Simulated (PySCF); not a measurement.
C₃H₆BFN₂, SMILES NCC#CB(N)F. Geometry optimised at ωB97X-D3(BJ)/def2-SVP. The structure was generated by enumeration, and PubChem lists no compound with its InChIKey, so it may never have been made. The values are those of a single conformer.

Computed equilibrium geometry at ωB97X-D3(BJ)/def2-SVP (PySCF confirms it by a frequency run) as bond lengths and angles (one conformer of several):
Atoms: N1 C2 C3 C4 B5 N6 F7 H8 H9 H10 H11 H12 H13. Bond lengths (Å): N1–C2 1.458, N1–H8 1.019, N1–H9 1.018, C2–C3 1.471, C2–H10 1.104, C2–H11 1.111, C3–C4 1.215, C4–B5 1.546, B5–N6 1.400, B5–F7 1.346, N6–H12 1.011, N6–H13 1.012. Bond angles (°): C2–N1–H8 110.0, C2–N1–H9 109.8, H8–N1–H9 107.0, N1–C2–C3 111.6, N1–C2–H10 108.7, N1–C2–H11 114.8, C3–C2–H10 108.3, C3–C2–H11 107.1, H10–C2–H11 106.1, C2–C3–C4 177.9, C3–C4–B5 179.0, C4–B5–N6 121.8, C4–B5–F7 119.5, N6–B5–F7 118.7, B5–N6–H12 122.6, B5–N6–H13 122.3, H12–N6–H13 115.1.
